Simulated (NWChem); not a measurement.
Program: NWChem. System: C2H5BO2, charge 0, spin multiplicity 1, at a geometry optimised with PBE0/def2-SVP. The structure started from a generated list of species. Level: TPSS/def2-TZVP.

Part of the output:

```
             Northwest Computational Chemistry Package (NWChem) 7.3.0
             --------------------------------------------------------

                                NWChem Input Module
                                -------------------

 Scaling coordinates for geometry "geometry" by  1.889725989
 (inverse scale =  0.529177249)

                             Geometry "geometry" -> ""
                             -------------------------

 Output coordinates in angstroms (scale by  1.889725989 to convert to a.u.)

  No.       Tag          Charge          X              Y              Z
 ---- ---------------- ---------- -------------- -------------- --------------
    1 B                    5.0000    -1.38907500     1.34519100     0.48201000
    2 H                    1.0000    -0.88687500     1.65385100     1.53297000
    3 H                    1.0000    -2.41222900     1.82211600     0.05789800
    4 O                    8.0000    -0.82962900     0.37104600    -0.29317900
    5 C                    6.0000     0.39701900    -0.19431800    -0.02558400
    6 C                    6.0000     0.49863900    -1.55766000    -0.63213900
    7 O                    8.0000     1.24792800     0.37785700     0.58272400
    8 H                    1.0000     1.48362600    -1.98815500    -0.42206900
    9 H                    1.0000     0.33618600    -1.48850300    -1.71798900
   10 H                    1.0000    -0.29567000    -2.20462000    -0.23088600

 Effective nuclear repulsion energy (a.u.)     163.0023440491

            Nuclear Dipole moment (a.u.)
            ----------------------------
        X                 Y               Z
 ---------------- ---------------- ----------------
     0.0000056692    -0.0000000000    -0.0000075589


 Summary of "ao basis" -> "" (spherical)
 ------------------------------------------------------------------------------
       Tag                 Description            Shells   Functions and Types
 ---------------- ------------------------------  ------  ---------------------
 *                         def2-tzvp                  on all atoms

                                 NWChem DFT Module
                                 -----------------

 Summary of "ao basis" -> "ao basis" (spherical)
 ------------------------------------------------------------------------------
       Tag                 Description            Shells   Functions and Types
 ---------------- ------------------------------  ------  ---------------------
[...]
 Vector   18  Occ=2.000000D+00  E=-2.910070D-01
              MO Center= -1.0D+00,  1.1D+00,  4.8D-01, r^2= 2.7D+00
   Bfn.  Coefficient  Atom+Function         Bfn.  Coefficient  Atom+Function
  ----- ------------  ---------------      ----- ------------  ---------------
    33      0.220047   2 H  s                51     -0.209585   4 O  pz
     8      0.205403   1 B  pz               39     -0.172605   3 H  s
    54     -0.172050   4 O  pz              143     -0.149221   7 O  py
     6      0.148269   1 B  px               34      0.141789   2 H  s
    32      0.139826   2 H  s                11      0.134693   1 B  pz

 Vector   19  Occ=2.000000D+00  E=-2.509140D-01
              MO Center=  7.5D-01,  2.3D-01,  3.2D-01, r^2= 2.1D+00
   Bfn.  Coefficient  Atom+Function         Bfn.  Coefficient  Atom+Function
  ----- ------------  ---------------      ----- ------------  ---------------
   143      0.329273   7 O  py              146      0.269707   7 O  py
   142     -0.257875   7 O  px              145     -0.212256   7 O  px
   149      0.186449   7 O  py               49     -0.178257   4 O  px
   110      0.156320   6 C  s               148     -0.156046   7 O  px
    52     -0.149316   4 O  px              112      0.110258   6 C  py

 Vector   20  Occ=0.000000D+00  E=-7.756561D-02
              MO Center= -6.3D-01,  7.9D-01,  3.2D-01, r^2= 3.7D+00
   Bfn.  Coefficient  Atom+Function         Bfn.  Coefficient  Atom+Function
  ----- ------------  ---------------      ----- ------------  ---------------
    10      0.291350   1 B  py               13      0.245504   1 B  py
     7      0.242321   1 B  py               82      0.218786   5 C  pz
    85      0.215848   5 C  pz              150     -0.192097   7 O  pz
    88      0.180313   5 C  pz              144     -0.179982   7 O  pz
    14     -0.177100   1 B  pz                6      0.162652   1 B  px

 Vector   21  Occ=0.000000D+00  E=-2.746158D-02
              MO Center= -2.6D-01,  3.0D-01,  2.1D-01, r^2= 3.8D+00
   Bfn.  Coefficient  Atom+Function         Bfn.  Coefficient  Atom+Function
  ----- ------------  ---------------      ----- ------------  ---------------
   176      0.439953   9 H  s                85      0.292709   5 C  pz
    82      0.258621   5 C  pz               88      0.239909   5 C  pz
    13     -0.233359   1 B  py              182     -0.220388  10 H  s
   150     -0.199935   7 O  pz              144     -0.185176   7 O  pz
   110     -0.180322   6 C  s                56      0.178685   4 O  py

 Vector   22  Occ=0.000000D+00  E= 1.980776D-02
              MO Center= -9.8D-02, -1.2D+00, -6.0D-01, r^2= 7.0D+00
   Bfn.  Coefficient  Atom+Function         Bfn.  Coefficient  Atom+Function
  ----- ------------  ---------------      ----- ------------  ---------------
   110      5.061821   6 C  s                79     -1.779302   5 C  s
   182     -1.675946  10 H  s               176     -1.568503   9 H  s
   170     -1.169265   8 H  s                 5     -1.136626   1 B  s
    87      0.875223   5 C  py               86     -0.458376   5 C  px
   141      0.459831   7 O  s                88      0.335942   5 C  pz

 center of mass
 --------------
 x =   0.00936341 y =   0.09291353 z =   0.03302609

 moments of inertia (a.u.)
 ------------------
         324.054832746958         131.933589918265          -5.658986848696
         131.933589918265         324.383446778864         -97.601949961803
          -5.658986848696         -97.601949961803         507.562208198501

     Multipole analysis of the density
     ---------------------------------

     L   x y z        total         alpha         beta         nuclear
     -   - - -        -----         -----         ----         -------
     0   0 0 0      0.000000    -19.000000    -19.000000     38.000000

     1   1 0 0     -0.304672     -0.152339     -0.152339      0.000006
     1   0 1 0     -0.732824     -0.366412     -0.366412     -0.000000
     1   0 0 1     -0.410286     -0.205139     -0.205139     -0.000008

     2   2 0 0    -24.695765    -82.085570    -82.085570    139.475376
     2   1 1 0     -0.706628     38.601130     38.601130    -77.908888
     2   1 0 1     -1.992284     -0.690412     -0.690412     -0.611460
     2   0 2 0    -20.859109    -87.492709    -87.492709    154.126308
     2   0 1 1     -0.292632    -29.816801    -29.816801     59.340971
     2   0 0 2    -22.550480    -33.600908    -33.600908     44.651335

 Task  times  cpu:      102.5s     wall:      102.5s

 Total times  cpu:      102.5s     wall:      102.5s
```

Write an NWChem input that would produce this output.

This is not unique; one that fits is 
```
start mol
memory heap 200 mb stack 800 mb global 1000 mb
geometry units angstroms nocenter noautoz noautosym
  B     -1.389075     1.345191     0.482010
  H     -0.886875     1.653851     1.532970
  H     -2.412229     1.822116     0.057898
  O     -0.829629     0.371046    -0.293179
  C      0.397019    -0.194318    -0.025584
  C      0.498639    -1.557660    -0.632139
  O      1.247928     0.377857     0.582724
  H      1.483626    -1.988155    -0.422069
  H      0.336186    -1.488503    -1.717989
  H     -0.295670    -2.204620    -0.230886
end
basis spherical
  * library def2-tzvp
end
dft
  xc xtpss03 ctpss03
  semidirect memsize 60000000 filesize 0
  iterations 100
  grid fine
end
task dft energy
```
